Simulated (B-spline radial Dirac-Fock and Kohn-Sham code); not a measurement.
# X-ray form factors of cesium in several charge states

These are calculated numbers from a B-spline atomic structure program; the model is configuration-average Dirac-Fock orbitals.

Configurations: Cs⁴⁴⁺ [Ne] 3s1; Cs⁴⁵⁺ [He] 2s2 2p6; Cs⁴⁶⁺ [He] 2s2 2p5; Cs⁴⁸⁺ [He] 2s2 2p3. The first column is f₀ of Cs⁴⁴⁺, the others are differences from it.

| s (Å⁻¹) | Cs⁴⁴⁺ | Δ Cs⁴⁵⁺ | Δ Cs⁴⁶⁺ | Δ Cs⁴⁸⁺ |
| --- | --- | --- | --- | --- |
| 0 | 11.000 | -1.000 | -2.000 | -4.000 |
| 0.05 | 10.997 | -0.999 | -1.998 | -3.998 |
| 0.1 | 10.987 | -0.994 | -1.993 | -3.992 |
| 0.15 | 10.971 | -0.987 | -1.985 | -3.981 |
| 0.2 | 10.948 | -0.977 | -1.973 | -3.966 |
| 0.25 | 10.920 | -0.964 | -1.958 | -3.947 |
| 0.3 | 10.885 | -0.949 | -1.940 | -3.925 |
| 0.35 | 10.844 | -0.931 | -1.919 | -3.898 |
| 0.4 | 10.797 | -0.910 | -1.896 | -3.868 |
| 0.45 | 10.744 | -0.887 | -1.869 | -3.834 |
| 0.5 | 10.686 | -0.863 | -1.840 | -3.797 |
| 0.6 | 10.555 | -0.808 | -1.775 | -3.713 |
| 0.7 | 10.405 | -0.746 | -1.703 | -3.619 |
| 0.8 | 10.237 | -0.681 | -1.624 | -3.516 |
| 0.9 | 10.056 | -0.612 | -1.541 | -3.405 |
| 1 | 9.861 | -0.542 | -1.455 | -3.289 |
| 1.1 | 9.657 | -0.473 | -1.369 | -3.170 |
| 1.2 | 9.445 | -0.405 | -1.283 | -3.049 |
| 1.4 | 9.004 | -0.280 | -1.118 | -2.807 |
| 1.6 | 8.552 | -0.174 | -0.968 | -2.575 |
